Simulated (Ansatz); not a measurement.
Species: C8H14Si, SMILES `CC1=C(C)[Si](C)(C)C=C1` (charge 0, multiplicity 1).

Give a relaxed geometry from B3LYP-D3(BJ)/def2-SVP run with Ansatz (a program for electronic structure).

the end point of this relaxation (outside a Z-matrix the atoms follow the SMILES, hydrogens last).
Bond lengths (Å): C1–C2 1.503, C1–H10 1.104, C1–H11 1.104, C1–H12 1.098, C2–C3 1.360, C2–C9 1.495, C3–C4 1.499, C3–Si5 1.890, C4–H13 1.101, C4–H14 1.105, C4–H15 1.105, Si5–C6 1.887, Si5–C7 1.887, Si5–C8 1.877, C6–H16 1.102, C6–H17 1.101, C6–H18 1.103, C7–H19 1.102, C7–H20 1.103, C7–H21 1.101, C8–C9 1.351, C8–H22 1.092, C9–H23 1.098. Bond angles (°): C2–C1–H10 110.7, C2–C1–H11 110.7, C2–C1–H12 112.8, H10–C1–H11 106.4, H10–C1–H12 108.0, H11–C1–H12 108.0, C1–C2–C3 127.1, C1–C2–C9 117.5, C3–C2–C9 115.4, C2–C3–C4 126.9, C2–C3–Si5 107.3, C4–C3–Si5 125.8, C3–C4–H13 113.5, C3–C4–H14 111.1, C3–C4–H15 111.1, H13–C4–H14 107.4, H13–C4–H15 107.4, H14–C4–H15 105.9, C3–Si5–C6 112.6, C3–Si5–C7 112.6, C3–Si5–C8 92.5, C6–Si5–C7 110.1, C6–Si5–C8 114.0, C7–Si5–C8 114.0, Si5–C6–H16 111.2, Si5–C6–H17 110.7, Si5–C6–H18 110.7, H16–C6–H17 108.2, H16–C6–H18 107.7, H17–C6–H18 108.2, Si5–C7–H19 111.2, Si5–C7–H20 110.7, Si5–C7–H21 110.7, H19–C7–H20 107.7, H19–C7–H21 108.2, H20–C7–H21 108.2, Si5–C8–C9 106.4, Si5–C8–H22 131.6, C9–C8–H22 122.0, C2–C9–C8 118.4, C2–C9–H23 118.3, C8–C9–H23 123.3.
